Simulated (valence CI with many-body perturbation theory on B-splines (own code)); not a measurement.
# E1 transitions of Pb⁷⁷⁺

Calculated by relativistic CI+MBPT: three valence electrons over a frozen Dirac-Fock core [He], radial functions for each j: 11 s, 11 p, 10 d, 8 f, 5 g, 2 h, with the one-electron correlation potential Σ1, the two-electron term Σ2, the three-electron term Σ3, Breit, model QED; selected CI, second order for the rest, scaled by the run's own slope (own B-spline code, finite nucleus).

The last digits are not significant, and no measured levels were compared; by estimate large intervals hold to a few tenths of a per cent, small ones and those within an open d or f shell to about a per cent.

Lines 101 to 150 of 538 in falling wavelength, among levels below 20439 eV, chosen from the strongest by gf and those to the six lowest levels. Wavelengths and rates use the calculated energies. Electric multipoles are in the length gauge, E1 and E2 with the static RPA response of the core. Weak lines are less certain than strong ones. Lines between different terms over intervals too small for the method are left out, as are lines whose strength nearly cancels. The highest levels of a list are the least certain.

Levels are named by their leading jj configuration (3d3/2^4 stands for four electrons in 3d with j = 3/2), which in mixed levels can hold well under half, so a name can repeat and another be missing. Letters in brackets count levels of one name in rising energy.

| λ vac (Å) | Upper | Lower | A (s⁻¹) | S (a.u.) |
| --- | --- | --- | --- | --- |
| 15.95 | (2p1/2 2p3/2 3p3/2) J=3/2 [a] | (2p1/2 2p3/2 3s) J=1/2 | 8.97e+11 | 7.19e-03 |
| 15.84 | (2p1/2 2p3/2 3d3/2) J=5/2 [b] | (2p1/2 2p3/2 3p1/2) J=5/2 | 8.91e+11 | 1.05e-02 |
| 15.81 | (2p3/2^2 3p3/2) J=3/2 [b] | (2p3/2^2 3s) J=1/2 | 3.49e+12 | 2.72e-02 |
| 15.80 | (2s 2p1/2 3d3/2) J=3/2 [b] | (2s 2p1/2 3p1/2) J=3/2 | 1.11e+12 | 8.63e-03 |
| 15.78 | (2s 2p3/2 3p3/2) J=7/2 | (2s 2p3/2 3s) J=5/2 | 3.88e+12 | 6.02e-02 |
| 15.77 | (2s 2p3/2 3d5/2) J=5/2 [b] | (2p1/2 2p3/2 3s) J=3/2 [b] | 6.21e+11 | 7.21e-03 |
| 15.72 | (2s^2 3d5/2) J=5/2 | (2s 2p1/2 3s) J=3/2 | 1.61e+12 | 1.85e-02 |
| 15.72 | (2s 2p3/2 3p3/2) J=5/2 [a] | (2s 2p3/2 3s) J=3/2 [a] | 1.71e+12 | 1.96e-02 |
| 15.71 | (2p1/2 2p3/2 3p3/2) J=3/2 [b] | (2p1/2 2p3/2 3s) J=3/2 [b] | 1.28e+12 | 9.79e-03 |
| 15.68 | (2s 2p3/2 3d5/2) J=7/2 [b] | (2p1/2 2p3/2 3s) J=5/2 | 1.24e+12 | 1.89e-02 |
| 15.60 | (2s 2p3/2 3p3/2) J=1/2 [a] | (2s 2p3/2 3s) J=3/2 [a] | 3.46e+12 | 1.30e-02 |
| 15.58 | (2s 2p3/2 3d5/2) J=5/2 [b] | (2p1/2 2p3/2 3s) J=5/2 | 6.95e+11 | 7.79e-03 |
| 15.58 | (2p1/2^2 3p3/2) J=3/2 | (2p1/2^2 3s) J=1/2 | 3.74e+12 | 2.79e-02 |
| 15.52 | (2s 2p3/2 3p3/2) J=3/2 [a] | (2s 2p3/2 3s) J=5/2 | 8.51e+11 | 6.28e-03 |
| 15.52 | (2s 2p1/2 3p3/2) J=3/2 [a] | (2s 2p1/2 3s) J=1/2 [a] | 3.79e+12 | 2.79e-02 |
| 15.51 | (2s 2p3/2 3p3/2) J=3/2 [b] | (2s 2p3/2 3s) J=3/2 [b] | 1.84e+12 | 1.35e-02 |
| 15.49 | (2s^2 3p3/2) J=3/2 | (2s^2 3s) J=1/2 | 4.12e+12 | 3.02e-02 |
| 15.41 | (2p1/2 2p3/2 3p3/2) J=3/2 [b] | (2p1/2 2p3/2 3s) J=1/2 | 1.19e+12 | 8.58e-03 |
| 15.39 | (2p1/2 2p3/2 3p3/2) J=5/2 [b] | (2p1/2 2p3/2 3s) J=3/2 [b] | 1.35e+12 | 1.46e-02 |
| 15.35 | (2s 2p3/2 3p3/2) J=3/2 [b] | (2s 2p3/2 3s) J=1/2 | 2.39e+12 | 1.70e-02 |
| 15.34 | (2s 2p1/2 3p3/2) J=3/2 [b] | (2s 2p1/2 3s) J=3/2 | 1.94e+12 | 1.38e-02 |
| 15.28 | (2s 2p1/2 3p3/2) J=5/2 | (2s 2p1/2 3s) J=3/2 | 2.45e+12 | 2.59e-02 |
| 15.25 | (2s 2p3/2 3p3/2) J=1/2 [b] | (2s 2p3/2 3s) J=1/2 | 3.44e+12 | 1.20e-02 |
| 15.21 | (2p1/2 2p3/2 3p3/2) J=5/2 [b] | (2p1/2 2p3/2 3s) J=5/2 | 1.40e+12 | 1.46e-02 |
| 15.18 | (2p1/2 2p3/2 3p3/2) J=3/2 [b] | (2p1/2 2p3/2 3s) J=3/2 [a] | 1.29e+12 | 8.92e-03 |
| 15.12 | (2p3/2^2 3p3/2) J=3/2 [a] | (2p3/2^2 3s) J=3/2 | 3.27e+12 | 2.23e-02 |
| 15.10 | (2s 2p3/2 3p3/2) J=5/2 [a] | (2s 2p3/2 3s) J=5/2 | 2.39e+12 | 2.44e-02 |
| 14.98 | (2p1/2 2p3/2 3p3/2) J=1/2 [b] | (2p1/2 2p3/2 3s) J=3/2 [b] | 3.55e+12 | 1.18e-02 |
| 7.003 | (2s^2 5p1/2) J=1/2 | (2s^2 4d3/2) J=3/2 | 1.71e+13 | 5.78e-03 |
| 6.986 | (2s^2 5s) J=1/2 | (2s^2 4p3/2) J=3/2 | 3.43e+13 | 1.16e-02 |
| 5.828 | (2s^2 5p1/2) J=1/2 | (2s^2 4s) J=1/2 | 3.26e+13 | 6.37e-03 |
| 4.802 | (2p3/2^2 3p3/2) J=5/2 | (2s 2p3/2 3p3/2) J=3/2 [b] | 1.33e+13 | 4.36e-03 |
| 4.791 | (2p3/2^2 3d5/2) J=7/2 | (2s 2p3/2 3d5/2) J=5/2 [b] | 7.90e+12 | 3.43e-03 |
| 4.782 | (2p3/2^2 3d5/2) J=7/2 | (2s 2p3/2 3d5/2) J=7/2 [b] | 5.93e+12 | 2.56e-03 |
| 4.782 | (2p3/2^2 3d5/2) J=9/2 | (2s 2p3/2 3d5/2) J=7/2 [b] | 1.29e+13 | 6.98e-03 |
| 4.773 | (2p3/2^2 3d5/2) J=1/2 | (2s 2p3/2 3d5/2) J=3/2 [b] | 1.88e+13 | 2.02e-03 |
| 4.764 | (2s 2p3/2^2) J=5/2 | (2s^2 2p3/2) J=3/2 | 7.72e+12 | 2.47e-03 |
| 4.762 | (2p3/2^2 3p3/2) J=7/2 | (2s 2p3/2 3p3/2) J=5/2 [b] | 2.39e+13 | 1.02e-02 |
| 4.754 | (2p3/2^2 3d3/2) J=1/2 | (2s 2p3/2 3d3/2) J=1/2 [b] | 1.84e+13 | 1.95e-03 |
| 4.753 | (2p3/2^2 3s) J=5/2 | (2s 2p3/2 3s) J=3/2 [b] | 2.04e+13 | 6.48e-03 |
| 4.745 | (2p3/2^2 3d3/2) J=7/2 | (2s 2p3/2 3d3/2) J=5/2 [b] | 2.06e+13 | 8.69e-03 |
| 4.743 | (2p3/2^2 3d3/2) J=5/2 | (2s 2p3/2 3d3/2) J=5/2 [b] | 7.43e+12 | 2.35e-03 |
| 4.742 | (2p3/2^2 3p1/2) J=5/2 | (2s 2p3/2 3p1/2) J=3/2 [b] | 2.29e+13 | 7.23e-03 |
| 4.742 | (2p3/2^2 3p1/2) J=3/2 | (2s 2p3/2 3p1/2) J=1/2 | 1.94e+13 | 4.09e-03 |
| 4.738 | (2p3/2^2 3d5/2) J=9/2 | (2p1/2 2p3/2 3p3/2) J=7/2 | 8.56e+12 | 4.49e-03 |
| 4.737 | (2p3/2^2 3d3/2) J=3/2 [a] | (2s 2p3/2 3d3/2) J=3/2 [b] | 1.47e+13 | 3.08e-03 |
| 4.734 | (2p3/2^2 3d3/2) J=5/2 | (2s 2p3/2 3d3/2) J=3/2 [b] | 1.63e+13 | 5.12e-03 |
| 4.720 | (2p3/2^2 3d5/2) J=5/2 [a] | (2s 2p3/2 3d5/2) J=3/2 [b] | 1.03e+13 | 3.20e-03 |
| 4.718 | (2p3/2^2 3d5/2) J=3/2 | (2s 2p3/2 3d5/2) J=3/2 [b] | 1.55e+13 | 3.20e-03 |
| 4.713 | (2p3/2^2 3s) J=3/2 | (2s 2p3/2 3s) J=1/2 | 1.90e+13 | 3.93e-03 |
